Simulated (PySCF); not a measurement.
A thermochemical cycle for GeTe

PBE0 in PySCF with def2-SVP on every atom (core potentials on Te), for the lowest determinant that a PBE0 search found; no spin–orbit coupling. GeTe, a singlet (closed shell), has De = 4.36 eV to neutral atoms, and GeTe⁺, a doublet (π ↑), has De = 3.34 eV to Ge⁺ + Te.

The adiabatic ionisation energy of GeTe, between the minima, is 8.98 eV.

Problem. Which ionisation energy of the Ge atom does this level give?

Solution. IE(Ge) = IE(molecule) + De(ion) − De(neutral) = 8.98 + 3.34 − 4.36 = 7.96 eV; the measured value is 7.899 eV (NIST ASD).

Spin–orbit coupling is left out, which matters for elements this heavy, above all for dissociation energies. For an ion De counts to the pair picked by the measured ionisation energies or electron affinities, which need not be the lowest pair at this level. States were picked by a PBE0 search and need not be the measured ground states.
